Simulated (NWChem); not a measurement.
Molecule: C2H5BrSi; SMILES BrC(=C)[SiH3]

Results from NWChem. Coordinates come from a PBE0/def2-SVP optimisation. Level: PBE0/def2-SVP with SMD (1 M gas to 1 M solution), gas-phase geometry. Reactions with the solvent are ignored.

Predict the results for solvent water. Quantities: solvation free energy (kcal/mol); cavity-dispersion-structure term (kcal/mol); dipole in solution (D).

solvation free energy (kcal/mol): 1.4
cavity-dispersion-structure term (kcal/mol): 3.1
dipole in solution (D): 1.94
